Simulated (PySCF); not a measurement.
CaF₂: map over both bonds

These are results of PBE/[Ca def2-TZVP, F def2-TZVP], no relativity, density fitting, PySCF, not measurements.

Rigid scan from the singlet minimum (Ca–F 2.000 Å (×2); F–Ca–F 139.3°). Coordinate: rows scale the first bond (Ca–F), columns the second (Ca–F). Energies in kJ/mol from the minimum.

Rows run from the largest first scale (top) to the smallest, columns from the smallest second scale to the largest. Lower edges of the bins (kJ/mol): '0' 0.00, '1' 0.54, '2' 1.40, '3' 2.77, '4' 4.93, '5' 8.35, '6' 13.78, '7' 22.38, '8' 36.01, '9' 57.61; top 92.
```
888899
766789
643578
520368
642468
765678
```

(1) Give the energies on the grid of the scan.

Answers

(1) 
```csv
scale \ scale,0.94,0.97,1.00,1.04,1.09,1.15
0.94,27,16,12,15,27,49
0.97,16,6,3,6,19,42
1.00,12,3,0,4,18,41
1.04,15,6,4,9,23,48
1.09,27,19,18,23,39,65
1.15,49,42,41,48,65,92
```
